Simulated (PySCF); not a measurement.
All values below come from PySCF with PBE0-D3(BJ)/def2-TZVP. Isolated molecules, 0 K electronic values unless said otherwise. One relaxed conformer stands for a flexible species; it need not be the lowest. Excitations are Tamm–Dancoff values on a coarser integration grid. The basis has no diffuse functions, so Rydberg states are missing or too high.

Reference species (SMILES): `CO[SiH3]` (neutral, multiplicity 1).

| Property | Value |
|---|---|
| S1 excitation (TDA) | 6.94 eV |
| HOMO | -8.18 eV |
| T1 excitation (TDA) | 6.59 eV |
| S1–T1 gap (TDA) | 0.35 eV |

Changed species: `C[SiH2]O` (C–Si–O–H torsion 69°).

Task: What does the change do to the S1 excitation (TDA), HOMO, T1 excitation (TDA) and S1–T1 gap (TDA)?

Result: the S1 excitation (TDA) rises by 0.41 eV, to 7.35 eV; the HOMO drops by 0.23 eV, to -8.41 eV; the T1 excitation (TDA) increases by 0.38 eV, to 6.97 eV; the S1–T1 gap (TDA) increases by 0.03 eV, to 0.38 eV.
